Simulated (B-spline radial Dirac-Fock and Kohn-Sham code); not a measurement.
**X-ray form factors of cobalt in several charge states**

The computed values come from a radial B-spline solver: Dirac-Fock densities.

Configurations: Co¹⁸⁺ [He] 2s2 2p5; Co¹⁹⁺ [He] 2s2 2p4; Co²⁰⁺ [He] 2s2 2p3; Co²¹⁺ [He] 2s2 2p2. The first column is f₀ of Co¹⁸⁺, the others are differences from it.

| s (Å⁻¹) | Co¹⁸⁺ | Δ Co¹⁹⁺ | Δ Co²⁰⁺ | Δ Co²¹⁺ |
| --- | --- | --- | --- | --- |
| 0 | 9.000 | -1.000 | -2.000 | -3.000 |
| 0.05 | 8.992 | -0.999 | -1.998 | -2.996 |
| 0.1 | 8.968 | -0.995 | -1.990 | -2.986 |
| 0.15 | 8.928 | -0.989 | -1.978 | -2.968 |
| 0.2 | 8.873 | -0.980 | -1.961 | -2.944 |
| 0.25 | 8.802 | -0.969 | -1.940 | -2.913 |
| 0.3 | 8.717 | -0.955 | -1.914 | -2.875 |
| 0.35 | 8.618 | -0.940 | -1.884 | -2.832 |
| 0.4 | 8.506 | -0.922 | -1.850 | -2.782 |
| 0.45 | 8.381 | -0.903 | -1.812 | -2.728 |
| 0.5 | 8.245 | -0.882 | -1.771 | -2.668 |
| 0.6 | 7.941 | -0.835 | -1.681 | -2.536 |
| 0.7 | 7.602 | -0.784 | -1.580 | -2.389 |
| 0.8 | 7.236 | -0.729 | -1.473 | -2.232 |
| 0.9 | 6.851 | -0.672 | -1.361 | -2.068 |
| 1 | 6.455 | -0.614 | -1.248 | -1.902 |
| 1.1 | 6.056 | -0.557 | -1.136 | -1.736 |
| 1.2 | 5.661 | -0.501 | -1.026 | -1.573 |
| 1.4 | 4.901 | -0.398 | -0.819 | -1.265 |
| 1.6 | 4.211 | -0.307 | -0.638 | -0.992 |
